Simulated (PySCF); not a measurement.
C₆H₈BN, SMILES Bc1ccc(N)cc1, GFN2-xTB optimised geometry.

```
16

B     -1.43    -2.35     0.00
C     -0.62    -1.04     0.00
C     -1.24     0.22     0.00
C     -0.52     1.39     0.00
C      0.88     1.36     0.00
N      1.60     2.52    -0.06
C      1.52     0.12     0.00
C      0.79    -1.04     0.00
H     -0.88    -3.38     0.01
H     -2.60    -2.31     0.00
H     -2.32     0.27     0.00
H     -1.02     2.35     0.00
H      1.13     3.38     0.17
H      2.58     2.48     0.18
H      2.60     0.09     0.00
H      1.30    -1.99     0.00
```

Density from B3LYP/def2-TZVP (PySCF 2.14.0) at that geometry.

Minimum of the electron density along straight lines between bonded atoms, close to the bond critical point (lines longer than 1.1 times the sum of covalent radii, or with two minima, are not listed):

```csv
bond,length / Å,ρ at the minimum / e bohr⁻³,∇²ρ there / e bohr⁻⁵,position (fraction from the first atom)
B1–C2,1.534,0.196,-0.18,0.33
C2–C3,1.405,0.312,-0.92,0.48
C3–C4,1.375,0.330,-1.00,0.50
C4–C5,1.398,0.318,-0.95,0.48
C5–N6,1.371,0.319,-1.04,0.38
C5–C7,1.398,0.318,-0.95,0.52
C2–C8,1.405,0.312,-0.92,0.48
C7–C8,1.375,0.330,-1.00,0.50
B1–H9,1.171,0.191,-0.33,0.44
B1–H10,1.171,0.191,-0.33,0.44
C3–H11,1.081,0.290,-1.05,0.65
C4–H12,1.082,0.286,-1.01,0.64
N6–H13,1.006,0.344,-1.76,0.74
N6–H14,1.006,0.344,-1.76,0.74
C7–H15,1.082,0.286,-1.01,0.64
C8–H16,1.081,0.290,-1.05,0.65
```
